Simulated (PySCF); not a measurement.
Run record: geometry optimisation, `[SiH3][GeH]([F])[F]`.

Computed with PBE0-D3(BJ)/def2-SVP geometry optimisation, gas phase (PySCF 2.14.0). Start geometry: GFN2-xTB. The command runs a driver script over a list of jobs; the input below is this job's line of settings and its coordinates in Å.

Command:
```bash
OMP_NUM_THREADS=1 python probes_run.py task.json out
```

Input:
```
{"job": {"xc": "PBE0", "basis": "def2-SVP", "d3": "d3bj", "grid": 1, "shake": 0.01, "kind": "geom"}, "charge": 0, "multiplicity": 1}
F     -1.637740     1.254580    -0.940830
Ge    -1.070540     0.033210     0.170180
F     -1.721280    -1.401010    -0.658600
Si     1.345700    -0.012140     0.043660
H     -2.146100     0.167190     1.239870
H      1.765440    -1.136870     0.855980
H      1.816970     1.243660     0.598910
H      1.702690    -0.167760    -1.361630
```

Output:
```
step   0  E = -2567.55885261  max force = 0.026233
step   1  E = -2567.56710079  max force = 0.011344
step   2  E = -2567.56764374  max force = 0.002256
step   3  E = -2567.56771563  max force = 0.001411
step   4  E = -2567.56778315  max force = 0.000737
step   5  E = -2567.56779092  max force = 0.000429
optimisation converged
```

Energies in Eh; «max force» is the largest Cartesian gradient component in Eh/bohr.

Problem. Give the first gradient maximum in eV/Å.

Solution. With 1 Eh/bohr = 51.422 eV/Å, 1.349 eV/Å.

Problem. How much energy does the optimisation release, in kcal/mol?

Solution. E(step 0) − E(last step) = 0.008938 Eh, which is 5.6 kcal/mol.

Main results: final energy -2567.56779 Eh after 5 steps; dipole 2.96 D.

Problem. Where do the atoms end?

Solution. 0.112 Å rms from the input after alignment:
```
atom  x, y, z in Å
F1    -1.6395    1.3067   -1.0001
Ge2   -1.1223    0.0350    0.0662
F3    -1.7102   -1.4176   -0.6853
Si4    1.2585   -0.0275    0.0524
H5    -1.9241    0.2031    1.3666
H6     1.7115   -1.1783    0.8866
H7     1.7718    1.2533    0.6193
H8     1.7095   -0.1935   -1.3581
```

Problem. Estimate the wall time. Hardware: an Arm Neoverse V1 with one thread, shared host with 32 logical CPUs at a one-minute load of 28. And the peak memory of the process?

Solution. About 23 s, with 0.41 GiB resident at the peak, the Python interpreter and its libraries included.
Labels such as C1 count atoms from 1, the log's own numbers from 0.
